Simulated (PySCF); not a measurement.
CH2Cl (SMILES [CH2-]Cl), charge -1, singlet, at a GFN2-xTB geometry. Base run: DF-HF/def2-SVP run with PySCF.

Here is a job for PySCF.
```python
from pyscf import gto, scf

mol = gto.M(
    atom='''
C     0.003763    0.162179   -1.249589
Cl   -0.001562    0.000183    0.619069
H     0.884064   -0.491403   -1.511094
H    -0.880087   -0.484781   -1.515547
''',
    basis='def2-svp',
    charge=-1,
    spin=0,
    verbose=4,
)

mf = scf.RHF(mol)
mf = mf.density_fit(auxbasis='def2-universal-jkfit')
mf.kernel()
```

Each row names what was changed in the base input (with any setting that the change needs).

```tsv
change	basis functions	E (Eh)	HOMO (eV)	HOMO-LUMO gap (eV)
base	42	-498.26300	-1.44	12.39
basis = 6-31G	26	-498.38584	-1.50	13.26
basis = 3-21G	26	-496.01768	-1.36	13.85
basis = 6-31G**	42	___	-1.50	___
basis = pcseg-1	42	-498.40961	-1.90	11.81
basis = cc-pV(D+d)Z	47	-498.45357	-1.58	12.43
basis = 6-311G**	56	-498.46841	-1.87	11.62
basis = def2-SVPD	___	___	___	___
basis = aug-pcseg-1	68	-498.41945	-2.16	6.37
basis = aug-cc-pVDZ	68	___	___	___
basis = cc-pV(T+d)Z	___	___	-1.87	___
basis = def2-QZVPP	187	-498.49777	-2.07	9.93
basis = def2-QZVP	187	-498.49777	-2.07	9.93
```

Question: What belongs in the gaps?

Answer: 
- basis = 6-31G**, E (Eh): -498.42187
- basis = 6-31G**, HOMO-LUMO gap (eV): 13.42
- basis = def2-SVPD, basis functions: 63
- basis = def2-SVPD, E (Eh): -498.28854
- basis = def2-SVPD, HOMO (eV): -2.05
- basis = def2-SVPD, HOMO-LUMO gap (eV): 9.41
- basis = aug-cc-pVDZ, E (Eh): -498.47061
- basis = aug-cc-pVDZ, HOMO (eV): -2.13
- basis = aug-cc-pVDZ, HOMO-LUMO gap (eV): 6.65
- basis = cc-pV(T+d)Z, basis functions: 97
- basis = cc-pV(T+d)Z, E (Eh): -498.48592
- basis = cc-pV(T+d)Z, HOMO-LUMO gap (eV): 11.10

Totals compare only among sets that treat the same electrons; sets with core potentials leave the core out.
